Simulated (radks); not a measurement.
The chromium ion Cr4+, 20 electrons, occupied as [Ar] 3d2.

Method: Dirac Kohn-Sham, revPBE, spin-unpolarised, spherical densities, finite nucleus; open shells are shared between the two j in proportion to 2j + 1; Fermi nuclear charge, rms radius 3.6452 fm; computed with a radial shooting solver on a logarithmic mesh with Libxc functionals.

Energy parts (hartree):
| part | energy |
|---|---|
| total | -1046.93822 |
| kinetic | 1059.40538 |
| electron-nucleus | -2455.36287 |
| Hartree | 396.07452 |
| exchange-correlation | -47.05525 |

Orbitals (lengths in bohr, moments of r in powers of bohr; <r^-3> diverges for s and p1/2; r(90%) holds 90 % of the orbital's charge):
| orbital | occ. | eigenvalue (hartree) | r(90%) | <1/r> | <r^-3> | <r^2> |
|---|---|---|---|---|---|---|
| 1s1/2 | 2 | -218.3505 | 0.113 | 23.89 | - | 0.005431 |
| 2s1/2 | 2 | -26.83045 | 0.454 | 5.070 | - | 0.1013 |
| 2p1/2 | 2 | -23.11939 | 0.424 | 5.006 | - | 0.08195 |
| 2p3/2 | 4 | -22.80196 | 0.428 | 4.931 | 354.1 | 0.08364 |
| 3s1/2 | 2 | -4.88050 | 1.30 | 1.615 | - | 0.8790 |
| 3p1/2 | 2 | -3.82878 | 1.39 | 1.504 | - | 0.9707 |
| 3p3/2 | 4 | -3.78770 | 1.40 | 1.488 | 46.14 | 0.9859 |
| 3d3/2 | 0.8 | -2.13099 | 1.67 | 1.238 | 4.521 | 1.273 |
| 3d5/2 | 1.2 | -2.12635 | 1.67 | 1.235 | 4.464 | 1.279 |
| 4s1/2 | 0 | -1.49503 | 3.20 | 0.6007 | - | 5.592 |
| 4p1/2 | 0 | -1.23174 | 3.55 | 0.5417 | - | 6.828 |
| 4p3/2 | 0 | -1.22506 | 3.56 | 0.5384 | 7.527 | 6.897 |

The highest occupied level is 3d5/2 at -57.861 eV. Summed over all electrons, <r^2> = 10.91 bohr^2, which gives a Langevin (diamagnetic) susceptibility term of -8.64 x 10^-6 cm^3/mol. The electron density at the nucleus is 1.145e+04 e/bohr^3. For comparison, the ionisation energy in NIST's Atomic Spectra Database is 69.46 eV (semi-empirical). In exact Kohn-Sham theory the highest level is minus the ionisation energy, but local and semilocal functionals leave it too shallow, through self-interaction and a potential that decays too fast; potentials with the right tail come closer. The density falls to 0.001 e/bohr^3 at r = 2.54 bohr.

Beside tabulated values, note that spin-unpolarised runs miss the spin-polarisation part of the exchange energy of open shells.
